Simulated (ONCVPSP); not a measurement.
**Logarithmic derivatives: Ag (Z = 47), ONCV**

```
Element                 : silver
Generator               : ONCVPSP 4.0.1
Type                    : optimised norm-conserving Vanderbilt (ONCV)
Functional              : PBEsol
Relativity              : scalar-relativistic
Frozen core             : [Ar] 3d10
Valence charge          : 19
Reference configuration : 4s2 4p6 4d10 5s0.5 (charge +0.5)
Partial waves           : 4s+5s: rc 1.45 bohr, ncon 4, nbas 7, qcut 9.4 1/bohr, 3 projectors, debl 2.2 Ha; 4p: rc 1.15 bohr, ncon 4, nbas 8, qcut 7.4 1/bohr, 2 projectors, debl 3.1 Ha; 4d: rc 1.50 bohr, ncon 5, nbas 10, qcut 11.2 1/bohr, 2 projectors, debl 3 Ha
Local potential         : polynomial inside 0.80 bohr (lpopt 4, dvloc0 4 Ha)
Core correction         : polynomial model core, fcfact 0.6
```

The phase is arctan(r·R′/R) of the radial function R(r), unwrapped; energies in Ha, scanned from -5 to 5 Ha. A pole is an energy at which the radial function vanishes at the test radius. The pseudo phase is shifted by a multiple of π to meet the all-electron one at the reference energy, and phase errors are pseudo minus all-electron; the curves can meet again beyond the range given. Levels narrower than the energy grid can be missing from the lists of poles.

Problem. For each channel, where are the poles, and over which energies does the pseudopotential scatter like the atom?

Solution.

```json
{"channel": "s", "radius (bohr)": "1.47", "reference energy (Ha)": "-0.28", "poles, all-electron": "-3.04", "poles, pseudo": "-3.04", "unbroken range about the reference energy with phases within 0.05 rad": "the whole range", "phase error 1 Ha above the reference energy (rad)": "+0.000"}
{"channel": "p", "radius (bohr)": "1.17", "reference energy (Ha)": "-2.30", "poles, all-electron": "0.78", "poles, pseudo": "0.78", "unbroken range about the reference energy with phases within 0.05 rad": "the whole range", "phase error 1 Ha above the reference energy (rad)": "-0.000"}
{"channel": "d", "radius (bohr)": "1.53", "reference energy (Ha)": "-0.42", "poles, all-electron": "0.91", "poles, pseudo": "0.91", "unbroken range about the reference energy with phases within 0.05 rad": "the whole range", "phase error 1 Ha above the reference energy (rad)": "-0.000"}
```

Phases in the p channel:

| E (Ha) | all-electron | pseudo |
| --- | --- | --- |
| -4.96 | 0.595 | 0.595 |
| -4.72 | 0.463 | 0.462 |
| -4.48 | 0.299 | 0.299 |
| -4.24 | 0.105 | 0.105 |
| -4.00 | -0.111 | -0.111 |
| -3.76 | -0.333 | -0.333 |
| -3.52 | -0.540 | -0.540 |
| -3.28 | -0.719 | -0.719 |
| -3.04 | -0.868 | -0.868 |
| -2.80 | -0.988 | -0.988 |
| -2.56 | -1.084 | -1.084 |
| -2.32 | -1.163 | -1.163 |
| -2.08 | -1.228 | -1.228 |
| -1.84 | -1.281 | -1.281 |
| -1.60 | -1.327 | -1.327 |
| -1.36 | -1.366 | -1.366 |
| -1.12 | -1.400 | -1.400 |
| -0.88 | -1.429 | -1.429 |
| -0.64 | -1.456 | -1.456 |
| -0.40 | -1.479 | -1.479 |
| -0.16 | -1.501 | -1.501 |
| 0.08 | -1.521 | -1.521 |
| 0.32 | -1.539 | -1.539 |
| 0.56 | -1.556 | -1.556 |
| 0.80 | -1.572 | -1.572 |
| 1.04 | -1.587 | -1.587 |
| 1.28 | -1.602 | -1.602 |
| 1.52 | -1.616 | -1.616 |
| 1.76 | -1.629 | -1.629 |
| 2.00 | -1.643 | -1.643 |
| 2.24 | -1.656 | -1.656 |
| 2.48 | -1.669 | -1.670 |
| 2.72 | -1.683 | -1.683 |
| 2.96 | -1.696 | -1.697 |
| 3.20 | -1.710 | -1.710 |
| 3.44 | -1.724 | -1.725 |
| 3.68 | -1.739 | -1.740 |
| 3.92 | -1.754 | -1.755 |
| 4.16 | -1.771 | -1.772 |
| 4.40 | -1.788 | -1.789 |
| 4.64 | -1.806 | -1.808 |
| 4.88 | -1.827 | -1.828 |
